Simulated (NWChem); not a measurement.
System: phosphorus nitride (PN); SMILES N#P

Input file for NWChem:

```
start job
memory heap 200 mb stack 900 mb global 1100 mb
geometry units angstroms
  N      0.000000     0.000000     1.009448
  P      0.000000     0.000000    -0.479115
end
basis spherical
  * library def2-svp
end
dft
  xc slater vwn_5
  iterations 150
end
driver
  maxiter 120
end
task dft optimize
task dft freq
```

The level has its own optimisation; frequencies are unscaled.

Give the results of this calculation. (LDA (Slater exchange, VWN5)/def2-SVP.) Quantities: r N–P (Å); highest harmonic frequency (cm⁻¹); zero-point energy (kcal/mol); dipole (D).


```json
{
 "r N–P (Å)": "1.500",
 "highest harmonic frequency (cm⁻¹)": "1367",
 "zero-point energy (kcal/mol)": "2.0",
 "dipole (D)": "2.39"
}
```
